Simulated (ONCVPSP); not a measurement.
**germanium (Ge) ONCV: all-electron and pseudo phase curves**

- Element: Ge
- Generator: ONCVPSP 4.0.1
- Type: optimised norm-conserving Vanderbilt (ONCV)
- Functional: PBE
- Relativity: scalar-relativistic
- Frozen core: [Ne] 3s2
- Valence charge: 20
- Reference configuration: 3p6 3d10 4s2 4p0.5 (charge +1.5)
- Partial waves: 4s: rc 1.60 bohr, ncon 5, nbas 10, qcut 3.9 1/bohr, 1 projector; 3p+4p: rc 1.30 bohr, ncon 4, nbas 9, qcut 11.1 1/bohr, 2 projectors; 3d: rc 1.05 bohr, ncon 4, nbas 8, qcut 14.9 1/bohr, 2 projectors, debl 0.9 Ha
- Local potential: polynomial inside 0.70 bohr (lpopt 5, dvloc0 0 Ha)
- Core correction: Teter function, fcfact 4.25, rcfact 1.35

In the d channel the program set the typed energies aside and used -1.601, 0.250 Ha.

The phase is arctan(r·R′/R) of the radial function R(r), unwrapped; energies in Ha, scanned from -6 to 5 Ha. A pole is an energy at which the radial function vanishes at the test radius. The pseudo phase is shifted by a multiple of π to meet the all-electron one at the reference energy, and phase errors are pseudo minus all-electron; the curves can meet again beyond the range given. Levels narrower than the energy grid can be missing from the lists of poles.

For each channel, where are the poles, and over which energies does the pseudopotential scatter like the atom?

| channel | radius (bohr) | reference energy (Ha) | poles, all-electron | poles, pseudo | unbroken range about the reference energy with phases within 0.05 rad | phase error 1 Ha above the reference energy (rad) |
| --- | --- | --- | --- | --- | --- | --- |
| s | 1.62 | -0.90 | 2.38 | 1.67 | below 1.4 | -0.012 |
| p | 1.32 | -0.57 | -4.49 | -4.49 | the whole range | +0.001 |
| d | 1.07 | -1.60 | -0.40 | -0.40 | the whole range | +0.000 |

Note: ghosts flagged at negative energy: s at -346.8 eV; no localised positive-energy state flagged. A true bound ghost makes a file unfit for plane-wave use.

Phases in the d channel:

```
E (Ha)  all-electron  pseudo
 -5.96         1.127   1.127
 -5.40         1.077   1.077
 -4.84         1.008   1.008
 -4.28         0.904   0.904
 -3.72         0.730   0.730
 -3.16         0.404   0.404
 -2.60        -0.199  -0.199
 -2.04        -0.856  -0.856
 -1.48        -1.241  -1.241
 -0.92        -1.448  -1.448
 -0.36        -1.579  -1.579
  0.20        -1.677  -1.677
  0.76        -1.760  -1.760
  1.32        -1.842  -1.842
  1.88        -1.932  -1.932
  2.44        -2.041  -2.041
  3.00        -2.186  -2.185
  3.56        -2.393  -2.392
  4.12        -2.701  -2.698
  4.68        -3.115  -3.110
```
